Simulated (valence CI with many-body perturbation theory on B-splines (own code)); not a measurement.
**E1 transitions of Ne³⁺**

Calculated by valence CI with perturbative core correlation (CI+MBPT): five valence electrons over a frozen Dirac-Fock core [He], radial functions for each j: 9 s, 9 p, 8 d, 6 f, 3 g, 1 h, with the one-electron correlation potential Σ1, the two-electron term Σ2, the three-electron term Σ3, Breit, model QED; selected CI, second order for the rest, scaled by the run's own slope (own B-spline code, finite nucleus).

Set against measurement, 12 paired levels are off by 131 cm⁻¹ on average, the worst by 211. These come from a selection out of Moore, Atomic Energy Levels, vol. I, NSRDS-NBS 35 (1971 reprint of NBS Circular 467, 1949), an old analysis. Levels without a partner in it may be off by more. Among the levels kept, up to 1300 cm⁻¹ of a level comes from second order outside the variational space, and about a tenth of that is noise between levels of different J, which matters for small intervals.

Lines 151 to 200 of 277 in falling wavelength, among levels below 596493 cm⁻¹, chosen from the strongest by gf and those to the six lowest levels. Wavelengths and rates use the calculated energies, so an error of 100 cm⁻¹ moves a line at 293.6 Å by 0.029 % and its rate by three times that or more. Electric multipoles are in the length gauge, E1 and E2 with the static RPA response of the core. Weak lines are less certain than strong ones. Lines between different terms over intervals too small for the method are left out, as are lines whose strength nearly cancels. The highest levels of a list are the least certain.

Letters in brackets count levels of one name in rising energy.

```
λ vac (Å)  λ from measured levels                   Upper            Lower   A (s⁻¹)  S (a.u.)
    388.0                                   2s.2p4 2P_3/2  2s2.2p3 2P°_3/2  3.45e+09  3.98e-01
    388.0                                   2s.2p4 2P_3/2  2s2.2p3 2P°_1/2  7.38e+08  8.51e-02
    387.0                                   2s.2p4 2P_1/2  2s2.2p3 2P°_3/2  2.01e+09  1.15e-01
    386.9                                   2s.2p4 2P_1/2  2s2.2p3 2P°_1/2  2.75e+09  1.57e-01
    386.7                                   2s.2p4 2S_1/2  2s2.2p3 2D°_3/2  4.01e+07  2.29e-03
    358.5                                   2s.2p4 2P_3/2  2s2.2p3 2D°_3/2  1.95e+09  1.77e-01
    358.4                                   2s.2p4 2P_3/2  2s2.2p3 2D°_5/2  1.62e+10  1.47e+00
    357.6                                   2s.2p4 2P_1/2  2s2.2p3 2D°_3/2  1.76e+10  7.93e-01
    333.2                                   2s.2p4 2S_1/2  2s2.2p3 4S°_3/2  4.16e+05  1.52e-05
    331.9                                     2p5 2P°_3/2    2s.2p4 4P_5/2  6.82e+05  4.92e-05
    319.5                          2s2.2p2.3p 2P°_3/2 [b]    2s.2p4 2D_5/2  3.92e+08  2.52e-02
    312.0                                   2s.2p4 2P_3/2  2s2.2p3 4S°_3/2  7.13e+05  4.27e-05
    311.4                                   2s.2p4 2P_1/2  2s2.2p3 4S°_3/2  2.13e+05  6.33e-06
    296.6                              2s2.2p2.3p 4D°_3/2    2s.2p4 4P_5/2  7.46e+03  3.84e-07
    296.3                              2s2.2p2.3p 4D°_5/2    2s.2p4 4P_5/2  1.61e+06  1.24e-04
    295.9                              2s2.2p2.3p 4D°_7/2    2s.2p4 4P_5/2  1.88e+07  1.92e-03
    293.6                   293.4      2s2.2p2.3p 4P°_3/2    2s.2p4 4P_5/2  2.16e+08  1.08e-02
    293.3                   293.1      2s2.2p2.3p 4P°_5/2    2s.2p4 4P_5/2  2.99e+08  2.23e-02
    288.5                          2s2.2p2.3p 2D°_3/2 [a]    2s.2p4 4P_5/2  1.24e+05  5.88e-06
    287.9                          2s2.2p2.3p 2D°_5/2 [a]    2s.2p4 4P_5/2  9.69e+05  6.85e-05
    286.7                   286.4      2s2.2p2.3p 4S°_3/2    2s.2p4 4P_5/2  6.56e+08  3.05e-02
    283.4                          2s2.2p2.3p 2P°_3/2 [a]    2s.2p4 4P_5/2  5.73e+04  2.58e-06
    269.2                              2s2.2p2.3p 2F°_5/2    2s.2p4 4P_5/2  1.09e+03  6.32e-08
    269.1                              2s2.2p2.3p 2F°_7/2    2s.2p4 4P_5/2  2.40e+04  1.85e-06
    265.1                          2s2.2p2.3p 2D°_5/2 [b]    2s.2p4 4P_5/2  1.87e+04  1.03e-06
    265.0                          2s2.2p2.3p 2D°_3/2 [b]    2s.2p4 4P_5/2  7.74e+01  2.84e-09
    261.0                               2s.2p3.3s 6S°_5/2    2s.2p4 4P_5/2  1.81e+05  9.52e-06
    260.8                          2s2.2p2.3p 2P°_3/2 [b]    2s.2p4 4P_5/2  2.15e+05  7.52e-06
    248.3                               2s.2p3.3s 4S°_3/2    2s.2p4 4P_1/2  2.40e+09  7.25e-02
    248.1                               2s.2p3.3s 4S°_3/2    2s.2p4 4P_3/2  4.81e+09  1.45e-01
    247.7                               2s.2p3.3s 4S°_3/2    2s.2p4 4P_5/2  7.27e+09  2.18e-01
    245.1                          2s2.2p2.3p 2P°_3/2 [c]    2s.2p4 4P_5/2  4.50e+05  1.31e-05
    240.5                               2s2.2p2.3s 4P_1/2  2s2.2p3 2P°_3/2  1.46e+06  2.00e-05
    240.5                               2s2.2p2.3s 4P_1/2  2s2.2p3 2P°_1/2  4.55e+05  6.25e-06
    240.3                               2s2.2p2.3s 4P_3/2  2s2.2p3 2P°_3/2  2.15e+06  5.90e-05
    240.3                               2s2.2p2.3s 4P_3/2  2s2.2p3 2P°_1/2  3.94e+05  1.08e-05
    240.0                               2s2.2p2.3s 4P_5/2  2s2.2p3 2P°_3/2  5.19e+03  2.12e-07
    234.9                               2s2.2p2.3s 2P_1/2  2s2.2p3 2P°_3/2  2.59e+09  3.31e-02
    234.9                               2s2.2p2.3s 2P_1/2  2s2.2p3 2P°_1/2  5.66e+09  7.25e-02
    234.6                               2s2.2p2.3s 2P_3/2  2s2.2p3 2P°_3/2  7.27e+09  1.85e-01
    234.5                               2s2.2p2.3s 2P_3/2  2s2.2p3 2P°_1/2  1.52e+09  3.88e-02
    228.8                               2s2.2p2.3s 4P_1/2  2s2.2p3 2D°_3/2  3.84e+06  4.54e-05
    228.6                               2s2.2p2.3s 4P_3/2  2s2.2p3 2D°_3/2  1.88e+06  4.44e-05
    228.6                               2s2.2p2.3s 4P_3/2  2s2.2p3 2D°_5/2  5.07e+06  1.20e-04
    228.3                               2s2.2p2.3s 4P_5/2  2s2.2p3 2D°_3/2  1.40e+05  4.95e-06
    228.3                               2s2.2p2.3s 4P_5/2  2s2.2p3 2D°_5/2  2.36e+06  8.31e-05
    223.8                               2s2.2p2.3s 2P_1/2  2s2.2p3 2D°_3/2  1.04e+10  1.15e-01
    223.4                               2s2.2p2.3s 2P_3/2  2s2.2p3 2D°_3/2  7.16e+08  1.58e-02
    223.4                               2s2.2p2.3s 2P_3/2  2s2.2p3 2D°_5/2  9.17e+09  2.02e-01
    222.7                               2s2.2p2.3s 2D_5/2  2s2.2p3 2P°_3/2  3.02e+09  9.87e-02
```
